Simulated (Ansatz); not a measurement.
Cl4H2SiSn, SMILES `[Cl][SnH2][Si](Cl)(Cl)Cl`, relaxed with RKS PBE0-D4/def2-TZVP in the Gaussian-basis code of Ansatz from a PBE-D4/def2-SVP geometry. The force threshold is 0.005 eV/Å; the program also tests the step.

The species carries charge 0 and has multiplicity 1. Sn takes the def2 core potential.

Start:

```xyz
8

Cl   -2.881    0.448   -0.417
Sn   -1.001   -0.428    0.746
Si    1.075    0.323   -0.594
Cl    1.048   -0.430   -2.520
Cl    2.750   -0.417    0.390
Cl    1.210    2.385   -0.684
H    -1.175   -2.145    0.753
H    -1.027    0.264    2.327
```

Task: How much energy does the relaxation release, and in how many steps? (An estimate is asked.)

Result: Ansatz gave: 5.60 kJ/mol, in 6 steps.

Task: Which bonds change most? (Best estimate.)

Result: Computed: Cl1–Sn2 from 2.377 to 2.333 Å; Si3–Cl5 from 2.078 to 2.044 Å; Si3–Cl4 from 2.069 to 2.037 Å; Si3–Cl6 from 2.069 to 2.037 Å.

Task: Give the relaxed structure. (Best estimate.)

Result: Ansatz gave: 
```xyz
8

Cl   -2.788    0.456   -0.439
Sn   -0.988   -0.431    0.751
Si    1.077    0.312   -0.577
Cl    1.011   -0.428   -2.473
Cl    2.768   -0.383    0.337
Cl    1.174    2.345   -0.666
H    -1.199   -2.120    0.759
H    -1.056    0.249    2.309
```
